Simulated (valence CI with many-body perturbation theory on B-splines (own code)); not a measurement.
## Forbidden lines of Ru²³⁺

Level of theory: configuration interaction combined with many-body perturbation theory (CI+MBPT): three valence electrons over a frozen Dirac-Fock core [Ar], radial functions for each j: 7 s, 7 p, 8 d, 6 f, 4 g, 1 h, with the one-electron correlation potential Σ1 (screened to all orders), the two-electron term Σ2, the three-electron term Σ3, Breit, model QED; selected single and double excitations, second order for the rest, scaled by the run's own slope (own B-spline code, finite nucleus).

No measured levels were compared; by estimate terms of the open shell hold to 2 to 4 % of their energy, and close levels can change places. Only levels of the ground parity were solved; by the run's estimate the other parity begins above the list, which can be wrong where configurations are misplaced.

Lines 1 to 50 of 66 in falling wavelength, among levels below 34.697 eV, chosen from the decays that carry over 1 % of a level's rate. Wavelengths and rates use the calculated energies, so an error of 3000 cm⁻¹ moves a line at 2468 Å by 7.4 % and its rate by three times that or more. S is in atomic units (e²a₀⁴ for E2 and M2, e²a₀⁶ for E3), for M1 in squared Bohr magnetons. Weak lines are less certain than strong ones. Lines between different terms over intervals too small for the method are left out, as are lines whose strength nearly cancels. The highest levels of a list are the least certain.

Names give the largest LS component (configuration and term), which can be under half, so a name can repeat, a term be missing and a line seem to break the LS rules; names also repeat where a configuration has a term twice. Letters in brackets count levels of one name in rising energy.

```
λ vac (Å)           Upper           Lower  Type   A (s⁻¹)  S (a.u.)
    11040      3d³ ⁴P_1/2      3d³ ⁴P_3/2    M1  2.12e+01  2.11e+00
     6957      3d³ ⁴F_9/2      3d³ ⁴F_7/2    M1  6.27e+01  7.83e+00
     5064      3d³ ⁴F_7/2      3d³ ⁴F_5/2    M1  2.88e+02  1.11e+01
     4287      3d³ ⁴F_5/2      3d³ ⁴F_3/2    M1  4.88e+02  8.55e+00
     3648  3d³ ²D_5/2 [a]  3d³ ²D_3/2 [a]    M1  1.86e+02  2.01e+00
     2771     3d³ ²H_11/2      3d³ ²H_9/2    M1  3.22e+02  3.05e+00
     2558      3d³ ⁴P_5/2      3d³ ⁴P_3/2    M1  5.93e+02  2.21e+00
     2468  3d³ ²D_5/2 [a]      3d³ ⁴P_5/2    M1  1.44e+02  4.83e-01
     2339      3d³ ⁴P_3/2      3d³ ⁴F_5/2    M1  1.93e+02  3.67e-01
     2338      3d³ ²H_9/2      3d³ ⁴F_9/2    M1  8.59e+02  4.07e+00
     2318  3d³ ²D_3/2 [a]      3d³ ⁴P_1/2    M1  3.75e+02  6.93e-01
     2263      3d³ ²P_3/2      3d³ ²P_1/2    M1  6.51e+02  1.12e+00
     1955      3d³ ²P_1/2      3d³ ⁴P_1/2    M1  2.03e+03  1.13e+00
     1921      3d³ ²G_9/2      3d³ ²H_9/2    M1  1.43e+03  3.75e+00
     1916  3d³ ²D_3/2 [a]      3d³ ⁴P_3/2    M1  1.84e+03  1.92e+00
     1915      3d³ ²P_3/2  3d³ ²D_3/2 [a]    M1  1.34e+03  1.39e+00
     1888      3d³ ²G_7/2      3d³ ⁴F_7/2    M1  6.46e+02  1.29e+00
     1778      3d³ ²G_9/2      3d³ ²G_7/2    M1  1.43e+03  2.98e+00
     1750      3d³ ²H_9/2      3d³ ⁴F_7/2    M1  7.22e+02  1.43e+00
     1610      3d³ ⁴P_5/2      3d³ ⁴F_7/2    M1  9.31e+01  8.65e-02
     1531      3d³ ²P_3/2      3d³ ⁴P_5/2    M1  1.28e+03  6.79e-01
     1513      3d³ ⁴P_3/2      3d³ ⁴F_3/2    M1  8.53e+02  4.39e-01
     1375      3d³ ²G_7/2      3d³ ⁴F_5/2    M1  1.60e+03  1.23e+00
     1339      3d³ ²F_5/2      3d³ ⁴P_5/2    M1  4.12e+02  2.20e-01
     1335      3d³ ²F_7/2      3d³ ⁴P_5/2    M1  2.18e+01  1.54e-02
     1331      3d³ ⁴P_1/2      3d³ ⁴F_3/2    M1  1.67e+02  2.93e-02
     1268     3d³ ²H_11/2      3d³ ⁴F_9/2    M1  3.62e+02  3.29e-01
     1256  3d³ ²D_5/2 [a]      3d³ ⁴P_3/2    M1  1.81e+02  7.98e-02
     1222      3d³ ⁴P_5/2      3d³ ⁴F_5/2    M1  9.83e+01  3.99e-02
     1193      3d³ ²F_5/2      3d³ ²G_7/2    M1  2.99e+02  1.13e-01
     1190      3d³ ²F_7/2      3d³ ²G_7/2    M1  5.36e+02  2.68e-01
     1131  3d³ ²D_3/2 [b]      3d³ ²F_5/2    M1  1.22e+03  2.62e-01
     1124  3d³ ²D_5/2 [b]      3d³ ²F_7/2    M1  1.11e+03  3.50e-01
     1121  3d³ ²D_5/2 [b]      3d³ ²F_5/2    M1  2.01e+03  6.30e-01
     1055      3d³ ²G_9/2      3d³ ⁴F_9/2    M1  1.99e+02  8.65e-02
     1053  3d³ ²D_3/2 [a]      3d³ ⁴F_5/2    M1  1.91e+03  3.31e-01
     1023  3d³ ²D_3/2 [b]      3d³ ²P_3/2    M1  1.49e+02  2.36e-02
     1014  3d³ ²D_5/2 [b]      3d³ ²P_3/2    M1  2.06e+02  4.77e-02
    974.5  3d³ ²D_5/2 [a]      3d³ ⁴F_7/2    M1  1.90e+03  3.91e-01
    957.8      3d³ ²P_3/2      3d³ ⁴P_3/2    M1  1.63e+02  2.12e-02
    915.7      3d³ ²G_9/2      3d³ ⁴F_7/2    M1  3.84e+02  1.09e-01
    878.8      3d³ ²F_5/2      3d³ ⁴P_3/2    M1  2.42e+02  3.65e-02
    845.5  3d³ ²D_3/2 [a]      3d³ ⁴F_3/2    M1  8.08e+02  7.24e-02
    817.3  3d³ ²D_5/2 [a]      3d³ ⁴F_5/2    M1  3.42e+02  4.16e-02
    815.9  3d³ ²D_3/2 [b]  3d³ ²D_5/2 [a]    M1  1.80e+03  1.45e-01
    815.4      3d³ ²F_7/2      3d³ ⁴F_9/2    M1  8.32e+02  1.34e-01
    810.4  3d³ ²D_5/2 [b]  3d³ ²D_5/2 [a]    M1  2.65e+02  3.13e-02
    791.9      3d³ ²P_1/2      3d³ ⁴F_3/2    M1  7.74e+01  2.85e-03
    729.9      3d³ ²F_7/2      3d³ ⁴F_7/2    M1  7.84e+01  9.04e-03
    704.4  3d³ ²D_3/2 [b]      3d³ ²P_1/2    M1  2.14e+02  1.11e-02
```
